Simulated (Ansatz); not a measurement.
Relaxation of F₅HOW (8 atoms, charge 0, multiplicity 1), to a largest force component of 0.02 eV/Å in at most 40 steps.

Theory: RKS B3LYP-D4/def2-SVP (Ansatz).

```xyz
8
Properties=species:S:1:pos:R:3:forces:R:3
W 0.000 0.000 0.000 1.18 0.35 1.95
O 0.000 0.000 1.940 -2.02 -0.64 -1.23
H -0.909 -0.281 2.277 1.59 0.49 -0.04
F 1.850 0.000 0.000 -0.08 0.05 0.09
F 0.000 1.850 0.000 0.01 0.26 -0.19
F -1.850 0.000 0.000 -0.37 -0.07 0.07
F 0.000 -1.850 0.000 -0.10 -0.39 -0.18
F 0.000 0.000 -1.850 -0.20 -0.06 -0.47
```

Q: Where does it end, and by what steps?

A: It converged. The force dipped under the threshold on the way, but the program's further checks kept it going. After 15 steps the energy has fallen by 0.330 eV; H3 moved furthest, 0.70 Å.

| step | energy less start (eV) | largest force component (eV/Å) | accepted |
| --- | --- | --- | --- |
| 0 | 0.0000 | 2.025 | yes |
| 1 | -0.1778 | 1.177 | yes |
| 2 | -0.2666 | 0.238 | yes |
| 3 | -0.2882 | 0.221 | yes |
| 4 | -0.2731 | 1.455 | no |
| 5 | -0.3067 | 0.110 | yes |
| 6 | -0.3163 | 0.165 | yes |
| 7 | -0.3248 | 0.110 | yes |
| 8 | -0.3280 | 0.277 | yes |
| 9 | -0.3294 | 0.005 | yes |
| 10 | -0.3293 | 0.173 | no |
| 11 | -0.3296 | 0.010 | yes |
| 12 | -0.3295 | 0.101 | no |
| 13 | -0.3296 | 0.025 | yes |
| 14 | -0.3296 | 0.029 | no |
| 15 | -0.3296 | 0.003 | yes |

```xyz
8
Properties=species:S:1:pos:R:3
W -0.075 -0.023 -0.013
O -0.297 -0.088 1.807
H -0.422 -0.128 2.761
F 1.780 -0.016 0.141
F -0.077 1.838 -0.019
F -1.912 -0.025 -0.307
F -0.053 -1.879 -0.147
F 0.147 0.041 -1.856
```

Whether the end is a true minimum wasn't checked by a vibrational analysis.

Run time: 76 s on 2 threads of Arm Neoverse V1, on a shared host, peak memory 0.31 GiB.
